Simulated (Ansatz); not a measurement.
Total energies of H4OSSn, SMILES `[OH][SnH2][SH]`.

Z-matrix (Å, degrees):
```
Sn
S 1 2.398
O 1 1.964 2 108.5
H 1 1.698 2 112.7 3 113.4
H 1 1.704 2 105.9 3 -118.3
H 2 1.344 1 93.3 3 -67.0
H 3 0.960 1 112.7 2 -46.3
```

Charge 0, multiplicity 1. Correlated methods include outer-core shells of Sn, which these sets cover unevenly. Sn: def2 effective core potential. The geometry is a stationary point of PBE0-D4/def2-TZVP. It is one conformer, not always the lowest. Basis def2-TZVPP, Ansatz.

RPA on PBE orbitals: Hartree–Fock energy of these orbitals -688.10269 Eh, correlation -1.16905 Eh (frozen core).

| functional | kind | energy without D4 (Eh) | D4 term (kJ/mol) |
| --- | --- | --- | --- |
| LDA (SPW92) | LDA | -687.92237 | – |
| PBE | GGA | -689.94013 | -13.4 |
| revPBE | GGA | -690.14802 | -34.1 |
| BLYP | GGA | -690.12532 | -28.6 |
| r2SCAN | meta-GGA | -690.21641 | -3.1 |
| B97M-V | meta-GGA with VV10 | -690.08089 | – |
| PBE0 | global hybrid, 25 % exact exchange | -689.98347 | -11.4 |
| B3LYP | global hybrid, 20 % | -690.29457 | -21.9 |
| r2SCANh | meta-GGA hybrid, 10 % | -690.19769 | -3.3 |
| r2SCAN0 | meta-GGA hybrid, 25 % | -690.17074 | -3.7 |
| HSE06 (plane-wave form) | screened hybrid | -689.97070 | -10.8 |
| BHLYP | global hybrid, 50 % | -690.08645 | -19.3 |
| CAM-B3LYP | range-separated hybrid | -690.16938 | -11.8 |
| LC-ωPBE | long-range corrected hybrid | -690.08206 | – |
| ωB97X-V | range-separated hybrid GGA with VV10 | -690.09582 | – |
| ωB97M-V | range-separated hybrid meta-GGA with VV10 | -690.09788 | – |
| B2PLYP | double hybrid | -689.81236 | – |
| PBE-QIDH | double hybrid | -689.69359 | – |

B3LYP takes the VWN-RPA correlation (the form of Gaussian; ORCA's B3LYP/G). HSE06 is the plane-wave form, built on full-range PBE exchange. The double hybrids freeze the cores in their second-order part.

LC-ωPBE has ω = 0.4 bohr⁻¹.
